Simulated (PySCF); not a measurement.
## Ionising SbH

UHF-SCS-MP2; Sb def2-TZVPPD with ECP28, H def2-TZVPPD; scalar-relativistic core potentials (PySCF 2.14). Neutral (UHF): triplet (π ↑↑), Re = 1.699 Å, ωe = 1988 cm⁻¹, De = 2.41 eV.

SbH⁺ (UHF): doublet (π ↑), Re = 1.692 Å, ωe = 2065 cm⁻¹, De = 2.63 eV to Sb⁺ + H. The energies at the minima are -240.11643 hartree for SbH and -239.79550 for SbH⁺.

Q: Work out the adiabatic ionisation energy, without and with harmonic zero-point energies (1 hartree = 27.2114 eV, 1 eV = 8065.5 cm⁻¹), and the change of the bond length.

A: At UHF-SCS-MP2: 0.32093 hartree = 8.733 eV between the minima; the zero-point term (2065.0 − 1988.0)/2 cm⁻¹ = +0.005 eV makes it 8.738 eV. Re changes by -0.7 pm against the neutral. The electron leaves a π orbital, which is non-bonding in a hydride.

SbH⁻ (UHF): doublet (π ↑), Re = 1.716 Å, ωe = 1877 cm⁻¹. The energies at the minima are -240.11643 hartree for SbH and -240.14721 for SbH⁻.

Q: Work out the adiabatic electron affinity, without and with harmonic zero-point energies (1 hartree = 27.2114 eV, 1 eV = 8065.5 cm⁻¹), and the change of the bond length.

A: At UHF-SCS-MP2: 0.03078 hartree = 0.838 eV between the minima; the zero-point term (1988.0 − 1877.0)/2 cm⁻¹ = +0.007 eV makes it 0.844 eV. Re changes by +1.7 pm against the neutral. The electron enters a π orbital, which is non-bonding in a hydride.

Correlated steps freeze 4 core orbitals. Spin–orbit coupling is left out, which matters for elements this heavy, above all for dissociation energies. For an ion De counts to the pair picked by the measured ionisation energies or electron affinities, which need not be the lowest pair at this level. States were picked by a PBE0 search and need not be the measured ground states.
